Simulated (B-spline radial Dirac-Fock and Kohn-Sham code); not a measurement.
ΔSCF core binding energies without Breit or QED terms, calculated with a radial finite-basis atomic code.

A sound run for the Bi⁷⁺ ion in the configuration [Xe] 4f14 5d8: The ground state converged in 9 iterations, with total energy -21553.31038 Ha, virial ratio 1.85644 and highest orbital energy -124.29 eV. ΔSCF binding energies: K (1s) 91147.0 eV, L3 (2p3/2) 13569.2 eV. Holes are computed only in closed shells, and unreliable hole states are left out.

A second run, with one unsound setting: The ground state had not converged after 2 iterations, with total energy -21552.25704 Ha, virial ratio 1.85328 and highest orbital energy -114.02 eV. ΔSCF binding energies: K (1s) 91231.5 eV, L3 (2p3/2) 13645.5 eV (not all states converged, so these are not final). Holes are computed only in closed shells, and unreliable hole states are left out.

```
iter   energy (Ha)        error
   1   -21545.24800384  2.22e+00
   2   -21552.25704097  3.07e-01
```

Problem. Which fault fits the second run best?
A. spline order too low
B. box too small
C. speed of light below Z
D. too few iterations

Solution. D. The input had maxit = 2: maxit ends the run before self-consistency.
